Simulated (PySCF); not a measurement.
# How exact exchange moves a shielding

Molecule: SMILES BC(B)C#C, C$_{3}$H$_{6}$B$_{2}$.

Atom-mapped SMILES (the numbers label the heavy atoms): `[BH2:1][CH:2]([BH2:3])[C:4]#[CH:5]`; H(Xn) means a hydrogen on atom n.

GIAO shieldings (ppm, equivalent atoms averaged) in PySCF 2.14.0 with density-fitted response routines on the PBE0-D3(BJ)/def2-SVP geometry, basis pcSseg-2, gas phase, non-relativistic:

| functional | exact exchange (%) | σ(B1/B3) | σ(C4) | σ(C2) | σ(C5) |
| --- | --- | --- | --- | --- | --- |
| BLYP | 0 | 4.8 | 84.0 | 100.3 | 101.8 |
| BP86 | 0 | 8.5 | 87.6 | 103.7 | 102.9 |
| PBE | 0 | 6.4 | 87.1 | 102.5 | 102.5 |
| B3LYP | 20 | 9.9 | 88.4 | 110.1 | 104.2 |
| mPW1PW91 | 25 | 13.9 | 92.5 | 115.6 | 105.7 |
| BHandHLYP | 50 | 18.1 | 94.0 | 122.9 | 107.5 |
| HF | 100 | 34.9 | 103.4 | 142.3 | 113.7 |

Question: Fit each shielding as a line in the percentage of exact exchange.

Answer: σ(B1/B3) = 6.0 + 0.28 x (rms 1.5 ppm); σ(C4) = 86.3 + 0.17 x (rms 1.4 ppm); σ(C2) = 102.7 + 0.40 x (rms 1.5 ppm); σ(C5) = 102.4 + 0.11 x (rms 0.4 ppm). The functionals also differ in their semilocal parts, which the line can't hold; Hartree–Fock has no correlation at all.

Question: What does the line predict for PBE0 (25 %), and what does the run give?

Answer: σ(B1/B3): 13.0 predicted, 13.1 computed; σ(C4): 90.5 predicted, 92.7 computed; σ(C2): 112.7 predicted, 115.1 computed; σ(C5): 105.2 predicted, 106.0 computed ppm.
